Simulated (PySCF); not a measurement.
Polarisability and C₆ of Ti⁸⁺ (titanium, charge +8)

[Ne] 3s2 3p2, high-spin 3P determinant. Calculation: PySCF 2.14, in an even-tempered Gaussian basis (19 s from 0.32 bohr⁻², ratio 2.5; 12 p from 0.42 bohr⁻², ratio 2.5; 5 d from 2.8 bohr⁻², ratio 2.7; 5 f from 4.2 bohr⁻², ratio 2.7); scalar relativity by spin-free X2C-1e. Coupled (time-dependent) response in atomic units; α is the mean over directions.

```
method  mean α (bohr³)            α xx, yy, zz  C₆ (like pair)   S(−4)
   UHF          0.7158  0.8459, 0.6508, 0.6508          0.5782  0.4994
  PBE0          0.6852  0.8209, 0.6174, 0.6174          0.5481  0.4349
```

S(−4) is the Cauchy moment in α(ω) = α(0) + S(−4) ω² + …

α(iu) at UHF:

```csv
u (hartree),α(iu) (bohr³)
0,0.7157
0.200,0.6966
0.400,0.6471
0.800,0.5187
1.20,0.4064
1.60,0.3227
2.00,0.2616
3.00,0.1687
4.00,0.1202
6.00,0.07383
10.0,0.04055
```

For an ion, C₆ is the dispersion term alone; charge-induced terms of lower order in 1/R come first.

The components differ because the open shell of this determinant is not spherical; for a pure term their mean is the scalar polarisability.
